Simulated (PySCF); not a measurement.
A GIAO shielding run with PySCF 2.14.0 with density-fitted response routines (density fitting, non-relativistic, gas phase) on `CO[SiH](OC)C(F)(F)C(F)(F)F`, C$_{4}$H$_{7}$F$_{5}$O$_{2}$Si:

```
$ OMP_NUM_THREADS=1 python probes_run.py task.json out

{"job": {"kind": "nmr", "xc": "PBE0", "basis": "pcSseg-1"}, "charge": 0, "multiplicity": 1}
C      0.107920     2.415477    -0.760936
O     -0.609961     1.271917    -0.360400
Si    -0.514910     0.163568     0.792671
O     -1.846119    -0.708394     0.846776
C     -2.580267    -1.494398    -0.063653
C      0.982504    -1.044185     0.387396
F      0.681382    -1.903886    -0.631348
F      1.269249    -1.838621     1.456692
C      2.272460    -0.321487     0.003741
F      3.359588    -1.088486     0.001857
F      2.170539     0.226244    -1.213170
F      2.507326     0.692500     0.856565
H     -0.597808     3.243409    -0.839330
H      0.887810     2.670065    -0.044484
H      0.558901     2.226129    -1.735752
H     -0.329153     0.593026     2.161698
H     -2.965056    -0.873011    -0.872549
H     -1.954455    -2.283721    -0.480834
H     -3.409753    -1.936896     0.487599
```

Hardware: 1 thread of an Arm Neoverse V1, shared host. The job also computes population analyses, field gradients.

Problem. How large is the calculation?

Solution. 106 electrons, 246 basis functions and 1302 auxiliary functions.

Problem. How long does it take, and how much memory does it need?

Solution. 87 s of wall time, with 14 SCF cycles and 4 response iterations; peak memory 1.1 GiB. Times on a shared host scatter by some tens of per cent.
